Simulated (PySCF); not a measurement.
Job for PySCF: U-HF/6-31G* on CaO, a point of a bond scan (R = 1.459 Å).

```python
from pyscf import gto, scf, dft, mp
from pyscf.data.elements import chemcore

mol = gto.M(
    atom='''
    Ca   -0.00000000   -0.00000000   -0.52107729
    O     0.00000000    0.00000000    0.93793913
    ''',
    basis='6-31g*',
    cart=True,
    charge=0, spin=0, verbose=3, max_memory=1800)
mf = scf.UHF(mol)
mf.conv_tol = 1e-8
mf.max_cycle = 100
mf.init_guess_breaksym = True
mf.kernel()
if not mf.converged:
    mf = mf.newton().run(mf.mo_coeff, mf.mo_occ)
for _ in range(4):
    mo, _, stable, _ = mf.stability(return_status=True)
    if stable:
        break
    mf.kernel(mf.make_rdm1(mo, mf.mo_occ))
```

The log:

```
converged SCF energy = -751.139982731769  <S^2> = 3.2448071e-09  2S+1 = 1
<class 'pyscf.scf.uhf.UHF'> wavefunction has an internal instability
converged SCF energy = -751.236281001357  <S^2> = 0.9895149  2S+1 = 2.2266701
<class 'pyscf.scf.uhf.UHF'> wavefunction is stable in the internal stability analysis
```

The run converged. Its determinant has ⟨S²⟩ = 0.99, a mixture of spin states.

Cost: about 0.6 core-seconds (a rough figure).
